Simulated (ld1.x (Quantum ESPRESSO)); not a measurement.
# u(r) = r·R(r): atom against pseudo-atom (Sc (Z = 21))

Columns: radius, all-electron u(r) and pseudo u(r) of the 3d shell (level -3.83 eV) of scandium in the configuration [Ar] 3d1 4s1.5 4p0.5; Wu–Cohen, scalar-relativistic, RRKJ scheme, ld1.x (Quantum ESPRESSO) 7.5.

| r (bohr) | all-electron | pseudo |
| --- | --- | --- |
| 0.192 | 0.1025 | 0.0351 |
| 0.385 | 0.3362 | 0.2204 |
| 0.578 | 0.5342 | 0.4973 |
| 0.770 | 0.6560 | 0.6922 |
| 0.962 | 0.7102 | 0.7453 |
| 1.155 | 0.7175 | 0.7261 |
| 1.348 | 0.6966 | 0.6966 |
| 1.540 | 0.6606 | 0.6606 |
| 1.732 | 0.6173 | 0.6173 |
| 1.925 | 0.5712 | 0.5712 |
| 2.118 | 0.5257 | 0.5257 |
| 2.310 | 0.4828 | 0.4828 |
| 2.502 | 0.4432 | 0.4432 |
| 2.695 | 0.4066 | 0.4066 |
| 2.888 | 0.3730 | 0.3730 |
| 3.080 | 0.3420 | 0.3420 |
| 3.272 | 0.3135 | 0.3135 |
| 3.465 | 0.2870 | 0.2870 |
| 3.658 | 0.2625 | 0.2625 |
| 3.850 | 0.2400 | 0.2400 |
| 4.043 | 0.2191 | 0.2191 |
| 4.235 | 0.1999 | 0.1999 |
| 4.428 | 0.1821 | 0.1821 |
| 4.620 | 0.1656 | 0.1656 |
| 4.812 | 0.1505 | 0.1505 |
| 5.005 | 0.1364 | 0.1364 |

**Question.** How many radial nodes do the two functions have?

**Answer.** The all-electron 3d function has n − l − 1 = 0; the pseudo-wave has 0.

**Question.** At about which radius was the pseudo-wave matched?

**Answer.** 1.40 bohr, where the columns begin to agree (steps of 0.19 bohr).

**Question.** Is the pseudo-wave norm-conserving?

**Answer.** Yes: the RRKJ scheme keeps the norm inside the radius equal to the all-electron one, which fixes the energy derivative of the logarithmic derivative at the level.
